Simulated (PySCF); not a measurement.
Computed IR spectrum (relative IR intensity) of a molecule C2H3ClF2Si. Geometry optimised at PBE-D3(BJ)/def2-SVP. Other conformers were not sampled. These are PBE-D3(BJ)/def2-SVP run with PySCF 2.14.0 values and carry that method's errors. Frequencies are harmonic and unscaled.

Lines under 2 % of the strongest are left out, and lines within 2 cm⁻¹ are merged.

```
ν (cm⁻¹)  relative intensity
--------  ------------------
215                      2.4
275                      8.7
305                       14
375                      7.6
511                      8.6
570                       59
713                      100
875                       90
933                       65
968                       15
980                       18
997                      9.7
1371                      12
1621                     9.2
3062                     3.7
```

Task: Identify the compound among the candidates.
A) C=C(Cl)[SiH](F)F
B) C=C[Si](F)(F)Cl
C) F[SiH2]/C=C(/F)Cl
D) FC(F)=C[SiH2]Cl

Result: B, C=C[Si](F)(F)Cl
